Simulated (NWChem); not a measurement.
System: InH2F; SMILES [InH2][F]

The following NWChem deck was run.

```
start job
memory heap 200 mb stack 900 mb global 1100 mb
geometry units angstroms noautosym nocenter noautoz
  In     0.000000     0.000000    -0.325222
  H      0.000000     1.617741    -0.933431
  H      0.000000    -1.617741    -0.933431
  F      0.000000     0.000000     1.664395
end
basis spherical
  In library def2-svpd
  H library def2-svpd
  F library def2-svpd
end
ecp
  In library def2-ecp
end
dft
  xc bhlyp
  iterations 150
end
property
  response 1 0.0
end
task dft property
```

Excerpt of the output:

```
             Northwest Computational Chemistry Package (NWChem) 7.3.0
             --------------------------------------------------------

                             Geometry "geometry" -> ""
                             -------------------------

 Output coordinates in angstroms (scale by  1.889725989 to convert to a.u.)

  No.       Tag          Charge          X              Y              Z
 ---- ---------------- ---------- -------------- -------------- --------------
    1 In                  49.0000     0.00000000     0.00000000    -0.32522200
    2 H                    1.0000     0.00000000     1.61774100    -0.93343100
    3 H                    1.0000     0.00000000    -1.61774100    -0.93343100
    4 F                    9.0000     0.00000000     0.00000000     1.66439500

 Effective nuclear repulsion energy (a.u.)     150.5745904403

                                 NWChem DFT Module
                                 -----------------

 Summary of "ao basis" -> "ao basis" (spherical)
 ------------------------------------------------------------------------------
       Tag                 Description            Shells   Functions and Types
 ---------------- ------------------------------  ------  ---------------------
 In                        def2-svpd                12       32   5s4p3d
 H                         def2-svpd                 4        8   2s2p
 F                         def2-svpd                 9       23   4s3p2d

            General Information
            -------------------
          SCF calculation type: DFT
          Wavefunction type:  closed shell.
          No. of atoms     :     4
          No. of electrons :    32
           Alpha electrons :    16
            Beta electrons :    16
          Charge           :     0
          Spin multiplicity:     1
          Use of symmetry is: off; symmetry adaption is: off
          Maximum number of iterations: 150
          AO basis - number of functions:    71
                     number of shells:    29
          Convergence on energy requested:  1.00D-06
          Convergence on density requested:  1.00D-05
          Convergence on gradient requested:  5.00D-04

              XC Information
              --------------
                        BHLYP Method XC Functional
                     Hartree-Fock (Exact) Exchange  0.500
                        Slater Exchange Functional  0.500 local
                    Becke 1988 Exchange Functional  0.500 non-local
              Lee-Yang-Parr Correlation Functional  1.000

             Grid Information
             ----------------
          Grid used for XC integration:  medium
          Radial quadrature: Mura-Knowles
          Angular quadrature: Lebedev.
          Tag              B.-S. Rad. Rad. Pts. Rad. Cut. Ang. Pts.
          ---              ---------- --------- --------- ---------
          In                  1.55      123          10.0       590
          H                   0.35       45          10.0       434
          F                   0.50       49          11.0       434
          Grid pruning is: on
          Number of quadrature shells:   262
          Spatial weights used:  Erf1

      Superposition of Atomic Density Guess
      -------------------------------------

 Sum of atomic energies:        -318.34450963

      Non-variational initial energy
      ------------------------------

 Total energy =    -289.391852
 1-e energy   =    -607.029419
 2-e energy   =     251.233600
 HOMO         =      -0.343825
 LUMO         =      -0.008738

   convergence    iter        energy       DeltaE   RMS-Dens  Diis-err
 ---------------- ----- ----------------- --------- --------- ---------
 d= 0,ls=0.0,diis     1   -290.9119455075 -3.57D+02  1.57D-02  5.78D-01
 d= 0,ls=0.0,diis     2   -290.8444335055  6.75D-02  7.30D-03  1.63D+00
 d= 0,ls=0.0,diis     3   -290.9864066161 -1.42D-01  6.29D-04  9.36D-04
 d= 0,ls=0.0,diis     4   -290.9865792054 -1.73D-04  1.88D-04  1.07D-04
 d= 0,ls=0.0,diis     5   -290.9865921969 -1.30D-05  4.89D-05  5.77D-06
 d= 0,ls=0.0,diis     6   -290.9865929855 -7.89D-07  1.01D-05  1.97D-07
 d= 0,ls=0.0,diis     7   -290.9865930392 -5.37D-08  2.31D-06  8.34D-09

         Total DFT energy =     -290.986593039235
      One electron energy =     -608.256283076480
           Coulomb energy =      278.688157756828
    Exchange-Corr. energy =      -27.822434169778
 Nuclear repulsion energy =       66.403966450196

 Numeric. integr. density =       32.000004344881

                       DFT Final Molecular Orbital Analysis
                       ------------------------------------

 Vector   14  Occ=2.000000D+00  E=-4.346485D-01
              MO Center= -9.2D-10, -8.5D-12,  1.6D+00, r^2= 6.3D-01
   Bfn.  Coefficient  Atom+Function         Bfn.  Coefficient  Atom+Function
  ----- ------------  ---------------      ----- ------------  ---------------
    53      0.641167  4 F  px                56     -0.437835  4 F  px
    59     -0.129500  4 F  px                21     -0.089206  1 In d  1
    12     -0.070175  1 In px                70     -0.032907  4 F  d  1
     9      0.025398  1 In px

[...]

 DFT Linear Response polarizability / au
 Frequency  =       0.0000000 / au
              X              Y              Z
 -----------------------------------------------
 X      28.2306583      0.0000002     -0.0000002
 Y       0.0000002     42.0847922      0.0000002
 Z      -0.0000002      0.0000002     35.0908111
 -----------------------------------------------
 Eigenvalues =      28.2306583     42.0847922     35.0908111
 Isotropic   =      35.1354205
 Anisotropic =      11.9982185
 -----------------------------------------------

 Magnetic Dipole Response Matrix (nonzero elements):

 Exiting AOResponse driver routine
```

Level: BHandHLYP/def2-SVPD with def2 effective core potentials on In. Coordinates come from a PBE-D3(BJ)/def2-SVP optimisation. def2 effective core potentials on In; no spin-orbit coupling.
